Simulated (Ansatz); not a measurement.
A run for Ansatz (a quantum-chemistry and plane-wave program): U-wB97X-V/aug-cc-pVTZ on BeH2O (SMILES [BeH][OH]), a point of a bond scan (R = 2.570 Å).

Ansatz 0.2 input:
```yaml
crystal:
  periodic: [false, false, false]
  atoms:
    - {symbol: Be, position_ang: [-0.78408142, -0.35296304, 0.02982263]}
    - {symbol: H, position_ang: [-1.99529587, -0.89492562, 0.07984893]}
    - {symbol: O, position_ang: [0.51114037, 0.18521819, -0.07360318]}
    - {symbol: H, position_ang: [1.94580754, 1.91271613, 1.17727763]}
basis:
  gaussian:
    orbitals: aug-cc-pVTZ
hamiltonian:
  xc: {name: wB97X-V}
magnetization: {spin_polarized: true, initial_magnetization: 0}
```

The head of its log:

```
WARN ansatz: RAYON_NUM_THREADS=1 ignored (pool sized by the plan → 1); use --threads N
Functional definition: wB97X-V
integrals: 0.04 GiB planned
533 factors; their error is unknown
integrals: 0.07 GiB planned
227 factors; integrals over basis functions are off by at most 2.1e-4 eV
mean field: 0.61 GiB planned
mean field evaluation 1: about -2462.9956 eV, gradient 4.9e1 eV
mean field evaluation 2: about -2381.0148 eV, gradient 1.2e2 eV
```

Q: Predict the final total energy.

A: -91.0189 hartree. Its determinant has ⟨S²⟩ = 0.97, a mixture of spin states.
